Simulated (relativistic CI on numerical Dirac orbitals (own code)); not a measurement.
**Fe6+: K-beta X-ray emission**

Computed with this model: Dirac-Coulomb-Breit CI, KLI orbitals optimised for each configuration, QED by a radiative potential, valence Slater integrals scaled by 0.9, multiplet model of X-ray emission after core ionisation; configurations [Ar] 3d2 → 1s 2s2 2p6 3s2 3p6 3d2 → [Ne] 3s2 3p5 3d2; 80 K; Lorentzian 2.24 eV and Gaussian 1 eV FWHM. Energies are those of the free ion, without screening or charge transfer. S is read from ⟨S²⟩ = S(S + 1).

Field parameters in Wybourne normalisation: D3d B²₀ = −7Dσ, B⁴₀ = −14Dq − 21Dτ, B⁴₃ = −14√(10/7) Dq; Oh B⁴₀ = 21Dq, B⁴₄ = √(5/14) B⁴₀. The field is a parameter set, without covalency.

Peaks in eV (height, largest 100): 7049.6 (11), 7057.0 (11), 7073.4 (100), 7076.2 (44).

Problem. Which surroundings give this spectrum?
A. D3d, 10Dq = 43800, Dσ = -140, Dτ = -420 cm⁻¹
B. free ion
C. Oh, 10Dq = 27800 cm⁻¹

Solution. B. free ion, where the ground state has S = 1.00.
